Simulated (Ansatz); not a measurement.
Consider the ligand exchange at the Al–Br bond: `[NH2][Al]([Br])[Br]` + H–F → `[NH2][Al]([F])[Br]` + HBr.

Computed with Ansatz on PBE0-D4/def2-TZVP structures; ΔE is electronic, products minus reactants. CCSD(T)/CBS adds triple-zeta CCSD(T) − MP2 to the extrapolated MP2 energy (def2 sets, frozen cores). This one scheme is used for every species. DFT in def2-TZVPP. HSE06 is defined as in plane-wave codes. For Br outer-core shells are correlated without core-valence functions, which leaves a few kJ/mol of doubt a bond. Scalar relativity is left out up to krypton. Each species was taken in one conformer, which may not be the lowest.

| level | ΔE (kcal/mol) |
| --- | --- |
| BLYP-D4 | -6.9 |
| r2SCAN-D4 | -5.2 |
| PBE0 | -3.8 |
| HSE06 | -3.6 |
| LC-ωPBE | -5.5 |
| CCSD(T)/def2-SVP | -7.4 |
| CCSD/def2-TZVPP | -5.3 |
| CCSD/CBS(def2) | -4.3 |

(1) What does CCSD(T)/CBS give? (Best estimate.)

(2) What do rigid-rotor, harmonic-oscillator terms from PBE0-D4/def2-TZVP frequencies (298.15 K, 1 bar) make of the CCSD(T)/CBS value? (An estimate is asked.)

Largest T1 diagnostic among the species: 0.009.

Answers

(1) The calculation gave: -4.0 kcal/mol. The listed levels differ from it by -2.9, -1.2, 0.2, 0.4, -1.5, -3.4, -1.3, -0.3 kcal/mol.

(2) Ansatz gave: ΔZPE = -1.3 kcal/mol, ΔH = -5.5 kcal/mol, ΔS = 7 J/(mol·K), ΔG = -6.1 kcal/mol.

At CCSD(T), def2-SVP lies −3.4 kcal/mol from the extrapolated value and def2-TZVPP −1.0 kcal/mol. From BLYP to BHLYP (50 % exact exchange), in def2-TZVPP and without D4, ΔE moves by +1.9 kcal/mol.
